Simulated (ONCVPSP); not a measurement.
## Building the ONCV potential for gold (Au) (PBE, scalar-relativistic).

Input for ONCVPSP 4.0.1:

```
# ATOM AND REFERENCE CONFIGURATION
# atsym  z   nc   nv     iexc    psfile
  Au 79.00   10    4        4      upf
#
#   n    l    f
    1    0    2.00
    2    0    2.00
    2    1    6.00
    3    0    2.00
    3    1    6.00
    3    2   10.00
    4    0    2.00
    4    1    6.00
    4    2   10.00
    4    3   14.00
    5    0    2.00
    5    1    6.00
    5    2   10.00
    6    0    1.00
#
# PSEUDOPOTENTIAL AND OPTIMIZATION
# lmax
    3
#
#   l,   rc,      ep,       ncon, nbas, qcut
    0    1.60    0.00    3    8    6.10
    1    1.45    0.00    4    8    8.10
    2    2.30    0.00    4    9    6.00
    3    1.95    0.25    5    8    5.20
#
# LOCAL POTENTIAL
# lloc, lpopt,  rc(5),   dvloc0
    4    4    1.25    6.00
#
# VANDERBILT-KLEINMAN-BYLANDER PROJECTORs
# l, nproj, debl
    0    2    0.60
    1    2    3.10
    2    1    2.20
    3    2    1.90
#
# MODEL CORE CHARGE
# icmod, fcfact, rcfact
    0    0.00    0.00
#
# LOG DERIVATIVE ANALYSIS
# epsh1, epsh2, depsh
   -5.00    5.00    0.04
#
# OUTPUT GRID
# rlmax, drl
    6.00    0.01
#
# TEST CONFIGURATIONS
# ncnf
    4
# nvcnf
#   n    l    f
    4
    5    0    2.00
    5    1    6.00
    5    2   10.00
    6    0    0.00
#
    4
    5    0    2.00
    5    1    6.00
    5    2    9.00
    6    0    0.00
#
    4
    5    0    2.00
    5    1    6.00
    5    2    8.00
    6    0    0.00
#
    5
    5    0    2.00
    5    1    6.00
    5    2    9.00
    6    0    1.00
    6    1    1.00
#
```

Command:

```bash
oncvpsp.x < Au.dat > Au.out
```

The program printed (shortened: citation, most of the input echo, consistency checks and plot data are left out):

```
ONCVPSP  (Optimized Norm-Conservinng Vanderbilt PSeudopotential)
scalar-relativistic version 4.0.1

#   n    l    f        energy (Ha)
    1    0    2.00    -2.9689259E+03
    2    0    2.00    -5.2382240E+02
    2    1    6.00    -4.5276778E+02
    3    0    2.00    -1.2363495E+02
    3    1    6.00    -1.0302982E+02
    3    2   10.00    -8.1043342E+01
    4    0    2.00    -2.6835011E+01
    4    1    6.00    -2.0080110E+01
    4    2   10.00    -1.1976524E+01
    4    3   14.00    -2.9811731E+00
    5    0    2.00    -3.9824900E+00
    5    1    6.00    -2.1969617E+00
    5    2   10.00    -2.5273410E-01
    6    0    1.00    -2.1176012E-01

Reference configufation results
  iterations    27
  all-electron total energy (Ha)   -1.90118705D+04

Begin loop to  construct optimized pseudo wave functions
and semi-local pseudopoentials for all angular momenta

Calculating optimized projector #   1

 for l=   0

    Fraction of norm inside rc  0.973238
    Optimizing pswf for qcut=   6.11 a_B^-1,  ecut=  18.68 Ha
    Residual kinetic energy error=  5.78D-05 Ha

    Energy error per electron        Cutoff
         Ha          eV             Ha
         0.01000     0.27211        6.60
         0.00100     0.02721       12.60
         0.00010     0.00272       17.38
         0.00001     0.00027       79.30

Calculating optimized projector #   2

 for l=   0

    Fraction of norm inside rc  0.078851
    Optimizing pswf for qcut=   6.11 a_B^-1,  ecut=  18.68 Ha
    Residual kinetic energy error=  1.25D-04 Ha

    Energy error per electron        Cutoff
         Ha          eV             Ha
         0.01000     0.27211        5.69
         0.00100     0.02721       13.81
         0.00010     0.00272       19.93
         0.00001     0.00027       89.54

   Wellstate for l =  1  n =  7
     eigenvalue =   0.9030
     asymptotic potential =   1.4030
     half-point radius =  4.8085

Calculating optimized projector #   1

 for l=   1

    Fraction of norm inside rc  0.857318
    Optimizing pswf for qcut=   8.11 a_B^-1,  ecut=  32.85 Ha
    Residual kinetic energy error=  5.70D-05 Ha

    Energy error per electron        Cutoff
         Ha          eV             Ha
         0.01000     0.27211       12.02
         0.00100     0.02721       25.34
         0.00010     0.00272       31.19
         0.00001     0.00027       88.31

Calculating optimized projector #   2

 for l=   1

    Fraction of norm inside rc  0.037576
    Optimizing pswf for qcut=   8.11 a_B^-1,  ecut=  32.85 Ha
    Residual kinetic energy error=  3.49D-05 Ha

    Energy error per electron        Cutoff
         Ha          eV             Ha
         0.01000     0.27211        9.68
         0.00100     0.02721       21.85
         0.00010     0.00272       29.82
         0.00001     0.00027       48.41

Calculating optimized projector #   1

 for l=   2

    Fraction of norm inside rc  0.850611
    Optimizing pswf for qcut=   6.00 a_B^-1,  ecut=  18.01 Ha
    Residual kinetic energy error=  2.17D-05 Ha

    Energy error per electron        Cutoff
         Ha          eV             Ha
         0.01000     0.27211       11.98
         0.00100     0.02721       14.55
         0.00010     0.00272       16.67
         0.00001     0.00027       25.89

   Wellstate for l =  3  n =  5
     eigenvalue =   0.2500
     asymptotic potential =   0.7500
     half-point radius = 11.4056

   Wellstate for l =  3  n =  6
     eigenvalue =   2.1500
     asymptotic potential =   2.6500
     half-point radius =  3.5580

Calculating optimized projector #   1

 for l=   3

    Fraction of norm inside rc  0.001498
    Optimizing pswf for qcut=   5.21 a_B^-1,  ecut=  13.57 Ha
    Residual kinetic energy error=  1.28D-05 Ha

    Energy error per electron        Cutoff
         Ha          eV             Ha
         0.01000     0.27211        0.73
         0.00100     0.02721        2.65
         0.00010     0.00272        8.17
         0.00001     0.00027       14.33

Calculating optimized projector #   2

 for l=   3

    Fraction of norm inside rc  0.326718
    Optimizing pswf for qcut=   5.21 a_B^-1,  ecut=  13.57 Ha
    Residual kinetic energy error=  3.30D-02 Ha

    Energy error per electron        Cutoff
         Ha          eV             Ha
         0.01000     0.27211       16.93
         0.00100     0.02721       37.31
         0.00010     0.00272       75.09
         0.00001     0.00027       86.64

Construct Vanderbilt / Kleinmman-Bylander projectors

B matrix Hermiticity error, ll=   0
   1   2    6.4799E-04

  Orthonormal projector coefficients  2.2841E+00 -1.2038E+00

B matrix Hermiticity error, ll=   1
   1   2   -4.2145E-04

  Orthonormal projector coefficients  2.1063E+00 -1.1807E+00

B matrix Hermiticity error, ll=   3
   1   2    9.7507E-06

  Orthonormal projector coefficients -4.4669E+00  2.0938E+00

Pseudoatom total energy -135.745083

Diagnostic tests using Vanderbilt-Kleinman-Bylander pseudopotentials
  1 or more projectors used as specified by nproj input data

   l    rcore       rmatch      e in        delta e   norm test  slope test

   0   1.6037727   1.6524667  -3.9824900   0.0000424   1.0004181   1.0004007
   0   1.6037727   1.6524667  -0.2117601   0.0000190   1.0000926   0.9999908

   1   1.4573878   1.5016372  -2.1969617  -0.0000032   1.0002326   1.0002477
   1   1.4573878   1.5016372   0.9030383   0.0000432   1.0004628   1.0004628

   2   2.3100407   2.3801786  -0.2527341  -0.0000011   0.9999977   1.0000031

   3   1.9537823   2.0131034   0.2500000   0.0000112   1.0000508   1.0000508
   3   1.9537823   2.0131034   2.1500000   0.0000144   1.0002015   1.0002015

 Testing for bound ghosts
   n   l    E NL Schr. Eq   E Basis Diag.   E Cutoff

   1   0       -3.982448       -3.982482    103.13
   2   0       -0.211741       -0.165130    103.13

   2   1       -2.196965       -2.196952    143.01

   3   2       -0.252735       -0.252551     64.72

 Testing for highly-localized positive-energy ghosts
       l    <radius>/rc     E Basis Diag.   E Cutoff

Test configuration 0

   n   l     f        eae           eps        diff
   1   0  2.0000-2968.92589778
   2   0  2.0000 -523.82239757
   2   1  6.0000 -452.76777819
   3   0  2.0000 -123.63495332
   3   1  6.0000 -103.02982059
   3   2 10.0000  -81.04334170
   4   0  2.0000  -26.83501075
   4   1  6.0000  -20.08010982
   4   2 10.0000  -11.97652401
   4   3 14.0000   -2.98117312
   5   0  2.0000   -3.98249004   -3.98244767    4.24D-05
   5   1  6.0000   -2.19696170   -2.19696491   -3.21D-06
   5   2 10.0000   -0.25273410   -0.25273516   -1.06D-06
   6   0  1.0000   -0.21176012   -0.21174115    1.90D-05

    Total energies and differences
      AE_ref= -1.90118705D+04  AE_tst= -1.90118705D+04  dif=  0.00D+00
      PS_ref= -1.35745083D+02  PS_tst= -1.35745083D+02  dif= -5.26D-12
      PSP excitation error=  5.26D-12

Test configuration 1

   n   l     f        eae           eps        diff
   1   0  2.0000-2969.23845579
   2   0  2.0000 -524.13205489
   2   1  6.0000 -453.07748944
   3   0  2.0000 -123.94533868
   3   1  6.0000 -103.34021348
   3   2 10.0000  -81.35347159
   4   0  2.0000  -27.14592613
   4   1  6.0000  -20.39101133
   4   2 10.0000  -12.28732625
   4   3 14.0000   -3.29206627
   5   0  2.0000   -4.29519845   -4.29856514   -3.37D-03
   5   1  6.0000   -2.51159431   -2.51295291   -1.36D-03
   5   2 10.0000   -0.56330305   -0.56371378   -4.11D-04

    Total energies and differences
      AE_ref= -1.90118705D+04  AE_tst= -1.90115247D+04  dif=  3.46D-01
      PS_ref= -1.35745083D+02  PS_tst= -1.35399190D+02  dif=  3.46D-01
      PSP excitation error= -1.24D-04

Test configuration 2

   n   l     f        eae           eps        diff
   1   0  2.0000-2969.72618425
   2   0  2.0000 -524.62115712
   2   1  6.0000 -453.56656093
   3   0  2.0000 -124.43344283
   3   1  6.0000 -103.82830940
   3   2 10.0000  -81.84179869
   4   0  2.0000  -27.63340372
   4   1  6.0000  -20.87845512
   4   2 10.0000  -12.77477372
   4   3 14.0000   -3.77917787
   5   0  2.0000   -4.77767282   -4.78152393   -3.85D-03
   5   1  6.0000   -2.98759060   -2.98991890   -2.33D-03
   5   2  9.0000   -1.00452237   -1.00487239   -3.50D-04

    Total energies and differences
      AE_ref= -1.90118705D+04  AE_tst= -1.90107453D+04  dif=  1.13D+00
      PS_ref= -1.35745083D+02  PS_tst= -1.34619220D+02  dif=  1.13D+00
      PSP excitation error= -6.98D-04

Test configuration 3

   n   l     f        eae           eps        diff
   1   0  2.0000-2970.27701397
   2   0  2.0000 -525.17380356
   2   1  6.0000 -454.11921575
   3   0  2.0000 -124.98366221
   3   1  6.0000 -104.37851569
   3   2 10.0000  -82.39247151
   4   0  2.0000  -28.18194718
   4   1  6.0000  -21.42687137
   4   2 10.0000  -13.32310224
   4   3 14.0000   -4.32673582
   5   0  2.0000   -5.31599183   -5.31946673   -3.47D-03
   5   1  6.0000   -3.51618655   -3.51863142   -2.44D-03
   5   2  8.0000   -1.49306472   -1.49188349    1.18D-03

    Total energies and differences
      AE_ref= -1.90118705D+04  AE_tst= -1.90095003D+04  dif=  2.37D+00
      PS_ref= -1.35745083D+02  PS_tst= -1.33374222D+02  dif=  2.37D+00
      PSP excitation error= -7.21D-04

Test configuration 4

   n   l     f        eae           eps        diff
   1   0  2.0000-2969.11377668
   2   0  2.0000 -524.01325365
   2   1  6.0000 -452.95851115
   3   0  2.0000 -123.82514861
   3   1  6.0000 -103.21999912
   3   2 10.0000  -81.23380354
   4   0  2.0000  -27.02475652
   4   1  6.0000  -20.26985767
   4   2 10.0000  -12.16635749
   4   3 14.0000   -3.17080798
   5   0  2.0000   -4.16856026   -4.16683804    1.72D-03
   5   1  6.0000   -2.37722152   -2.37698944    2.32D-04
   5   2  9.0000   -0.40393353   -0.40338789    5.46D-04
   6   0  1.0000   -0.29933211   -0.29955387   -2.22D-04
   6   1  1.0000   -0.07682554   -0.07690220   -7.67D-05

    Total energies and differences
      AE_ref= -1.90118705D+04  AE_tst= -1.90115950D+04  dif=  2.76D-01
      PS_ref= -1.35745083D+02  PS_tst= -1.35469860D+02  dif=  2.75D-01
      PSP excitation error=  2.87D-04
```

The run took about 3.8 s on one core of a shared server CPU.
